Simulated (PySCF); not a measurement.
# State search for CuN

Unrestricted PBE0; PySCF, scalar-relativistic core potentials, basis sets Cu cc-pVDZ-PP with ECP10, N cc-pVDZ. Outer shells of the fragments: Cu 3d10 4s1; N 2s2 2p3.

Followed along the bond (rough minima from three points):

```tsv
2Ms+1	unpaired	⟨S²⟩ at the start	R at minimum (Å)	Te (eV)
3	π ↑↑	2.07	1.77	0.00
1	π ↑↓	1.01	1.75	0.55
5	σ ↑↑, π ↑↑	6.01	none in the scan	≤ 1.54
```

Solutions found at the starting distance of 1.790 Å, counted from the lowest of them; the search is not exhaustive and high or unbound solutions are not listed, so other states can lie among these:

```csv
2Ms+1,unpaired,term,E (eV),⟨S²⟩,⟨Lz²⟩,μ (D)
3,π ↑↑,³Σ⁻,0.00,2.07,0.00,-3.09
1,π ↑↓,mixed,0.56,1.01,2.01,-3.38
5,"σ ↑↑, π ↑↑",⁵Σ⁻,1.54,6.01,0.00,0.29
3,"σ ↑, π ↑",³Π,1.64,2.05,1.02,-4.30
1,none,mixed,2.00,0.00,2.00,-3.59
1,"σ ↓, π ↑",mixed,2.02,1.03,1.02,-4.27
```

A term symbol is given only where ⟨S²⟩ and ⟨Lz²⟩ are close to those of a pure state; real π, δ and φ orbitals otherwise mix terms. A positive dipole means Cu(−)N(+).

The state is the lowest single determinant that the PBE0 search found; with open d or f shells the true ground state can be another one.
